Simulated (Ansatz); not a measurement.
```yaml
crystal:
  periodic: [false, false, false]
  atoms:
    - {symbol: C, position_ang: [1.003362, -2.755771, -1.126572]}
    - {symbol: N, position_ang: [0.585242, -1.640907, -0.764063]}
    - {symbol: Al, position_ang: [0.027477, -0.107766, -0.218215]}
    - {symbol: O, position_ang: [-0.620331, 1.383301, -0.793437]}
    - {symbol: C, position_ang: [-0.512907, 1.442120, 0.621341]}
    - {symbol: C, position_ang: [-0.842384, 2.450839, 1.407252]}
    - {symbol: H, position_ang: [0.341961, -3.629604, -1.221018]}
    - {symbol: H, position_ang: [2.059283, -2.935392, -1.377047]}
    - {symbol: H, position_ang: [-0.711286, 2.370374, 2.477872]}
    - {symbol: H, position_ang: [-1.247416, 3.371506, 0.996887]}
basis:
  gaussian: {orbitals: cc-pVTZ-DK}
total_charge: -3
magnetization: {spin_polarized: true, initial_magnetization: 1}
hamiltonian: {xc: {name: r2SCAN}, dispersion: rvv10}
output: {forces: true}
```

```sh
$ ansatz run in.yaml --threads 4 --pin off --events-out ev --progress --plain --max-ram 10444MiB
```

It prints (some lines left out):

```
Functional definition: r2SCAN+rVV10
1350 factors; their error is unknown
mean field evaluation 1: about -13280.8578 eV, gradient 6.3e1 eV
mean field evaluation 2: about -12788.6659 eV, gradient 2.5e2 eV
mean field evaluation 4: about -13253.4626 eV, gradient 7.7e1 eV
mean field evaluation 8: about -13304.2732 eV, gradient 7.1e0 eV
mean field evaluation 16: about -13305.6209 eV, gradient 3.2e-3 eV
mean field evaluation 64: about -13305.5217 eV, gradient 7.1e-5 eV
mean field -13305.62177852 eV, -488.9725814864 hartree, gradient 6.6e-6 eV, S^2 1.687655; 21 other end points of the search recorded, 0 dependent functions left out
reference -13305.62179605 eV, -488.9725821304 hartree; 27, 26 occupied and 213, 214 virtual orbitals, 1350 factors
Total energy: -13305.62179605 eV, -488.9725821304 hartree
Relativity: scalar
Atom 0 at     1.003362    -2.755771    -1.126572 Å, force     0.766419    -2.066652    -0.744128 eV/Å
Atom 1 at     0.585242    -1.640907    -0.764063 Å, force    -0.923291     2.124629     0.507858 eV/Å
Atom 2 at     0.027477    -0.107766    -0.218215 Å, force     1.300662    -3.112430     0.490809 eV/Å
Atom 3 at    -0.620331     1.383301    -0.793437 Å, force    -0.971271     2.609405     0.530680 eV/Å
Atom 4 at    -0.512907     1.442120     0.621341 Å, force    -0.187981     0.305266    -0.966822 eV/Å
Atom 5 at    -0.842384     2.450839     1.407252 Å, force    -0.273832     0.644257     0.114541 eV/Å
Atom 6 at     0.341961    -3.629604    -1.221018 Å, force    -0.289412    -0.964883    -0.143824 eV/Å
Atom 7 at     2.059283    -2.935392    -1.377047 Å, force     0.911326    -0.510637    -0.299639 eV/Å
Atom 8 at    -0.711286     2.370374     2.477872 Å, force     0.024703     0.060971     0.557538 eV/Å
Atom 9 at    -1.247416     3.371506     0.996887 Å, force    -0.357323     0.910075    -0.047012 eV/Å
Dipole moment:    -0.377609     0.752574    -0.129320 e Å
```

**Question.** What is wrong with this run?

**Answer.** The charge is far from anything that the molecule holds. The run converged. The result belongs to that input, not to the molecule as meant.
